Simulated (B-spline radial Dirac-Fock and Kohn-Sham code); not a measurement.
Compton profile of Cu¹²⁺

System: copper as Cu¹²⁺, [Ne] 3s2 3p5.

These are calculated numbers from a radial atomic solver; the model is the impulse approximation on Dirac-Fock densities. pz is in atomic units of momentum; subshell profiles are per electron, for a selection of subshells; open shells are spread over both j values by their weights.

| pz | J total | J 2p1/2 | J 3s1/2 | J 3p1/2 | J 3p3/2 |
| --- | --- | --- | --- | --- | --- |
| 1 | 1.735 | 0.0557 | 0.188 | 0.150 | 0.151 |
| 1.2 | 1.670 | 0.0557 | 0.166 | 0.147 | 0.148 |
| 1.4 | 1.597 | 0.0557 | 0.143 | 0.143 | 0.144 |
| 1.6 | 1.517 | 0.0556 | 0.121 | 0.137 | 0.138 |
| 1.8 | 1.432 | 0.0555 | 0.0998 | 0.130 | 0.130 |
| 2 | 1.344 | 0.0553 | 0.0813 | 0.121 | 0.122 |
| 2.5 | 1.126 | 0.0548 | 0.0465 | 0.0965 | 0.0962 |
| 3 | 0.9308 | 0.0539 | 0.0275 | 0.0704 | 0.0697 |
| 4 | 0.6506 | 0.0509 | 0.0176 | 0.0301 | 0.0294 |
| 5 | 0.4937 | 0.0464 | 0.0171 | 0.0113 | 0.0110 |
| 7 | 0.3282 | 0.0346 | 0.00963 | 0.00496 | 0.00507 |
| 10 | 0.1809 | 0.0183 | 0.00165 | 0.00408 | 0.00409 |
| 15 | 0.07043 | 0.00515 | 0.000459 | 0.00128 | 0.00124 |
| 20 | 0.03232 | 0.00145 | 0.000375 | 0.000347 | 0.000327 |
| 30 | 0.009074 | 0.000157 | 0.000124 | 3.52e-05 | 3.15e-05 |
| 40 | 0.003083 | 2.60e-05 | 3.82e-05 | 5.60e-06 | 4.76e-06 |
| 60 | 0.0005192 | 1.74e-06 | 5.47e-06 | < 1e-6 | < 1e-6 |
| 100 | 4.162e-05 | < 1e-6 | < 1e-6 | < 1e-6 | < 1e-6 |

Task: What is the peak value J(0), and which subshell contributes most to it?

Result: J(0) = 1.889. The 3p3/2 subshell gives the largest part, 27 %.

Mean momentum ⟨p⟩ by subshell (a.u.): 1s1/2 24.8, 2s1/2 8.41, 2p1/2 11.3, 2p3/2 11.1, 3s1/2 4.11, 3p1/2 4.86, 3p3/2 4.82.
